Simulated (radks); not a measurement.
Effect of the nuclear size on the holmium ion Ho+, [Xe] 4f11 6s1. All-electron calculation, Dirac Kohn-Sham, PBE, spin-unpolarised, spherical densities, finite nucleus; open shells are shared between the two j in proportion to 2j + 1; Fermi nuclear charge, rms radius 5.2022 fm. Program: a radial shooting solver on a logarithmic mesh with Libxc functionals. The rms radius is varied about that value; shifts are against it.

rms radius (fm)	total energy shift (eV)	density at nucleus (e/bohr^3)	1s1/2 shift (meV)	2s1/2 shift (meV)	4p1/2 shift (meV)	5s1/2 shift (meV)	5p1/2 shift (meV)	6s1/2 shift (meV)	6p1/2 (empty) shift (meV)
4.5987	-6.27	8.337e+05	-2570	-340	0.185	-2.66	0.169	-0.218	0.061
4.9213	-2.99	8.18e+05	-1220	-162	0.088	-1.27	0.080	-0.104	0.029
5.2022	0	8.054e+05	0.000	0.000	0.000	0.000	0.000	0.000	0.000
5.5559	3.93	7.906e+05	1610	213	-0.115	1.67	-0.106	0.137	-0.038
6.3415	13.3	7.618e+05	5460	722	-0.388	5.65	-0.358	0.462	-0.130

Slopes of the eigenvalues against <r^2> in GHz/fm^2, as finite differences over the two radii next to the reference (eigenvalue slopes, not the field-shift constants of lines): 1s1/2 103000, 2s1/2 13700, 4p1/2 -7.39, 5s1/2 107, 5p1/2 -6.77, 6s1/2 8.74, 6p1/2 (empty) -2.46.
